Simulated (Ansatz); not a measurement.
fluoro(fluorosilyloxy)silane (F2H4OSi2), SMILES F[SiH2]O[SiH2]F.

Coordinates come from a PBE0-D3(BJ)/def2-SVP optimisation. One conformer was computed; it need not be the lowest.

Two levels are set side by side: PBE/def2-SVPD (Ansatz, a quantum-chemistry and plane-wave program) and PBE0/def2-SVPD (Ansatz). Energy differences of separate SCF runs at the same geometry; the states with an electron removed or added have multiplicity 2 and 2. Differences are taken from unrounded values.

```
quantity                            PBE0    PBE  PBE minus PBE0
---------------------------------  -----  -----  --------------
vertical ionisation energy (eV)    11.40  10.75           -0.64
vertical singlet–triplet gap (eV)   7.67   6.98           -0.69
```
